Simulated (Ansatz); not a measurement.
The cluster Li₅N₂. The state is a doublet with charge 0. Geometry B3LYP-D4/def2-TZVP.

| atom | x (Å) | y (Å) | z (Å) |
| --- | --- | --- | --- |
| Li1 | 1.625 | -0.691 | 1.120 |
| Li2 | -0.247 | 0.698 | 2.833 |
| Li3 | -0.948 | -1.232 | 0.167 |
| Li4 | -1.456 | 0.379 | -2.244 |
| Li5 | 0.524 | 1.425 | -0.335 |
| N6 | -0.190 | -0.128 | -1.203 |
| N7 | 0.691 | -0.452 | -0.337 |

LC-ωPBE has ω = 0.4 bohr⁻¹. At r2SCAN-D4/def2-TZVP, PBE0-D4/def2-TZVP, LC-ωPBE/def2-TZVP the charge 0 doublet is spin-contaminated (final ⟨S²⟩ up to 1.00, 0.75 for a pure state). Another isomer (doublet) lies 0.60 eV lower at PBE0-D4/def2-TZVP; other spin states weren't run for this one.

**Question.** Estimate the α-spin orbital energies around the gap (eV) in Ansatz with PBE-D4/def2-TZVP, r2SCAN-D4/def2-TZVP, B97M-V/def2-TZVP, PBE0-D4/def2-TZVP, LC-ωPBE/def2-TZVP.

**Answer.** 
```csv
orbital,PBE-D4/def2-TZVP,r2SCAN-D4/def2-TZVP,B97M-V/def2-TZVP,PBE0-D4/def2-TZVP,LC-ωPBE/def2-TZVP
HOMO−9,-49.61,-51.12,-52.59,-53.57,-55.18
HOMO−8,-49.34,-50.82,-52.37,-53.32,-54.86
HOMO−7,-23.05,-24.18,-24.72,-25.75,-28.18
HOMO−6,-12.91,-13.76,-14.25,-15.04,-17.66
HOMO−5,-8.62,-8.95,-8.97,-10.07,-12.71
HOMO−4,-8.40,-8.71,-8.71,-9.83,-12.44
HOMO−3,-8.32,-8.66,-8.62,-9.79,-12.32
HOMO−2,-3.05,-3.03,-2.98,-3.63,-5.67
HOMO−1,-2.86,-2.89,-2.85,-3.59,-5.58
HOMO,-2.68,-2.81,-2.52,-3.26,-4.84
LUMO,-1.97,-1.78,-1.91,-1.45,-0.07
LUMO+1,-1.78,-1.62,-1.70,-1.26,0.12
LUMO+2,-1.34,-0.94,-1.31,-0.75,0.76
LUMO+3,-0.96,-0.60,-0.89,-0.38,1.04
LUMO+4,-0.26,0.10,-0.21,0.37,1.96
LUMO+5,-0.17,0.14,-0.10,0.49,2.23
β HOMO,-2.70,-2.67,-2.63,-3.40,-5.15
β LUMO,-1.91,-1.44,-2.10,-1.23,0.03
```
